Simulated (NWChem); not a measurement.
System meant: CH$_{3}$ClMoOS; SMILES [CH3][Mo](=[O])(=[S])[Cl]

NWChem input:

```
start job
memory heap 200 mb stack 900 mb global 1100 mb
geometry units angstroms noautoz
  Mo     0.209511     0.047674     0.049464
  O      1.286398     0.300575     1.322516
  S     -1.165857     1.670020    -0.024234
  Cl    -0.806815    -1.986589     0.095935
  C      1.377879     0.269871    -1.673904
  H      1.894162     1.249890    -1.705398
  H      0.721827     0.169030    -2.563450
  H      2.136565    -0.542941    -1.651791
end
basis spherical
  * library def2-svp
end
ecp
  Mo library def2-ecp
end
dft
  xc b3lyp
  iterations 4
  mulliken
end
task dft energy
```

End of the output:

```
    Atom       Charge   Shell Charges
 -----------   ------   -------------------------------------------------------
    1 Mo  14    14.66   0.00  0.99  0.93  0.37  0.14  5.63  0.98  0.45  3.50  1.57  0.10
    2 O    8     8.16   1.98  0.99  0.67  2.69  1.81  0.02
    3 S   16    15.30   2.00  1.96  0.97  0.66  5.79  1.68  2.18  0.05
    4 Cl  17    16.92   2.00  1.96  1.04  0.72  5.83  2.33  3.03  0.02
    5 C    6     6.19   1.97  0.60  0.32  1.92  1.34  0.05
    6 H    1     0.92   0.61  0.24  0.07
    7 H    1     0.92   0.61  0.24  0.07
    8 H    1     0.93   0.61  0.25  0.07

 center of mass
 --------------
 x =  -0.03328248 y =  -0.02629089 z =   0.06066043

 moments of inertia (a.u.)
 ------------------
        1088.882614797507          -0.000000000000          -0.000000000000
          -0.000000000000         721.191049979914          -0.000000000000
          -0.000000000000          -0.000000000000        1293.169453015364

     Multipole analysis of the density
     ---------------------------------

     L   x y z        total         alpha         beta         nuclear
     -   - - -        -----         -----         ----         -------
     0   0 0 0     -0.000000    -32.000000    -32.000000     64.000000

     1   1 0 0     -0.858570      4.679087      4.679087    -10.216744
     1   0 1 0      1.468546      2.315929      2.315929     -3.163311
     1   0 0 1     -1.019775      2.366969      2.366969     -5.753713

     2   2 0 0    -42.357028   -144.232171   -144.232171    246.107315
     2   1 1 0     -3.416948     -2.228889     -2.228889      1.040829
     2   1 0 1     -2.504317      7.587906      7.587906    -17.680129
     2   0 2 0    -43.374819   -227.695577   -227.695577    412.016335
     2   0 1 1     -1.484275      2.048430      2.048430     -5.581134
     2   0 0 2    -45.993952    -94.920664    -94.920664    143.847376

 ------------------------------------------------------------------------
 dft energy failed                                                                                  0
 ------------------------------------------------------------------------
 ------------------------------------------------------------------------
  current input line :
    24: task dft energy
 ------------------------------------------------------------------------
 ------------------------------------------------------------------------
 This type of error is most commonly associated with calculations not reaching convergence criteria
 ------------------------------------------------------------------------
 For more information see the NWChem manual at https://nwchemgit.github.io

0:dft energy failed:Received an Error in Communication
```

Task: Can this run be used? If not, why, and what is the fix?

Result: The run did not converge; its last values are not results. Cause: the SCF was allowed too few iterations. This input runs:
```
start job
memory heap 200 mb stack 900 mb global 1100 mb
geometry units angstroms noautoz
  Mo     0.209511     0.047674     0.049464
  O      1.286398     0.300575     1.322516
  S     -1.165857     1.670020    -0.024234
  Cl    -0.806815    -1.986589     0.095935
  C      1.377879     0.269871    -1.673904
  H      1.894162     1.249890    -1.705398
  H      0.721827     0.169030    -2.563450
  H      2.136565    -0.542941    -1.651791
end
basis spherical
  Mo library def2-svp
  O library def2-svp
  S library def2-svp
  Cl library def2-svp
  C library def2-svp
  H library def2-svp
end
ecp
  Mo library def2-ecp
end
dft
  xc b3lyp
  iterations 150
  mulliken
end
task dft energy
```
It converges to -1041.55908 Ha (B3LYP/def2-SVP with def2 effective core potentials on Mo).
